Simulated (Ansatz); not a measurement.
System: CH$_{4}$BO (charge 0, doublet). It need not be the lowest isomer of its formula. 
Geometry from a B3LYP-D3(BJ)/def2-TZVP (Ansatz, a quantum-chemistry and plane-wave program) optimisation:
```
C
H 1 1.0930
H 1 1.0930 2 106.17
H 1 1.0989 2 108.31 3 116.14
B 1 1.5619 2 110.36 3 -119.61
O 5 1.3361 1 128.25 2 -121.48
H 6 0.9726 5 116.14 1 0.00
```
Charge 0, spin multiplicity 2.

Basis-set convergence of Hartree-Fock and CCSD correlation energies (hartree) with Ansatz. Valence correlation only, unless marked. UHF or UKS for open shells. No spin-orbit coupling. No relativistic terms.

```csv
basis,functions,E(HF),"E(corr, CCSD)"
cc-pVDZ,-,-139.74805,-0.42544
cc-pVTZ,146,?,?
```

Task: Complete the blanks.

Result: 
- cc-pVTZ, E(HF): -139.79354
- cc-pVTZ, E(corr, CCSD): -0.51894
